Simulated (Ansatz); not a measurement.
BeF2. Total charge 0; singlet. Geometry relaxed at PBE-D4/def2-TZVP.

```xyz
3

Be    0.000    0.001   -0.001
F    -0.224   -0.590   -1.240
F     0.224    0.589    1.240
```

Problem. Estimate the harmonic wavenumbers at RKS PBE-D4/def2-TZVP (Ansatz, unscaled). Is this a minimum?

Solution. 339, 339, 700, 1520 cm⁻¹. Yes, no mode is imaginary beyond noise. Zero-point energy 17.3 kJ/mol. It took 1.1 s on 4 threads of Arm Neoverse V2 on a shared host.
